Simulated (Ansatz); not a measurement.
C3H6OSSi can be A, `C=C[SiH2]C(=O)S`, or B, `C=C1O[Si]1(C)S`.

Isolated molecules relaxed with PBE0-D4/def2-TZVP in Ansatz; ΔE leaves out vibrations. CBS: MP2 limit from def2 TZ/QZ plus the TZ coupled-cluster correction, frozen cores. DFT in def2-TZVPP. B3LYP here is the variant with VWN-RPA as its local correlation; programs differ in this. One conformer a species, not always the lowest.

(1) Which is lower in electronic energy at CCSD(T)/CBS, and by how much? (Best estimate.)

(2) Give E(B) − E(A) in kJ/mol with CCSD/def2-TZVPP, r2SCAN-D4, PBE0-D4, HF/def2-TZVPP, PBE-D4, B3LYP-D4, B3LYP. (An estimate is asked.)

Largest T1 diagnostic: 0.016.

Answers

(1) Computed: B, by 119.2 kJ/mol.

(2) Computed: CCSD/def2-TZVPP -114.7, r2SCAN-D4 -124.2, PBE0-D4 -124.9, HF/def2-TZVPP -91.6, PBE-D4 -113.4, B3LYP-D4 -103.8, B3LYP -102.9. None reverses the order clearly.

From PBE to PBE0 (25 % exact exchange), in def2-TZVPP and without D4, E(B) − E(A) moves by −11.6 kJ/mol. In def2-TZVPP, CCSD(T) changes the Hartree–Fock value by −21.6 kJ/mol (the triples alone add +1.4 kJ/mol) and MP2 by −37.1 kJ/mol.
